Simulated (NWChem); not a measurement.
Molecule: hydrogen iodide (HI); SMILES I

```xyz
2

I      0.0000     0.0000     0.0299
H      0.0000     0.0000    -1.5872
```
Atoms are numbered in this order, from 1.

Program: NWChem. Medium grid unless said otherwise, to which SCAN and Minnesota functionals are sensitive. Structure relaxed at the PBE0/def2-SVP level. def2 effective core potentials on I; no spin-orbit coupling.

Problem. Estimate the computed values for r2SCAN/def2-SVP. Quantities: highest occupied level (eV); orbital gap (eV); dipole (D).

Solution. highest occupied level (eV): -6.97
orbital gap (eV): 5.61
dipole (D): 0.69
